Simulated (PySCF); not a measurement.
## How methods differ on the ionisation energy of I

I [Kr] 4d10 5s2 5p5 (2P) → I⁺ [Kr] 4d10 5s2 5p4 (3P), as a difference of total energies. Computed with PySCF 2.14 in aug-cc-pwCVDZ-PP with ECP28MDF (6s5p4d1f, 48 functions), with scalar relativity through the core potential. Correlated levels: valence and next inner shell: nothing frozen outside the core potential. The calculations carry no spin-orbit coupling.

```csv
method,ionisation energy (eV),error (eV)
UHF,9.584,-0.935
MP2 (valence and next inner shell),10.222,-0.297
SCS-MP2 (valence and next inner shell),10.173,-0.346
CCSD (valence and next inner shell),10.151,-0.368
CCSD(T) (valence and next inner shell),10.179,-0.340
```

Reference: 10.519 eV (measured; NIST levels, between the centres of gravity of the two terms).

Errors of the correlated levels include the incompleteness of this basis.
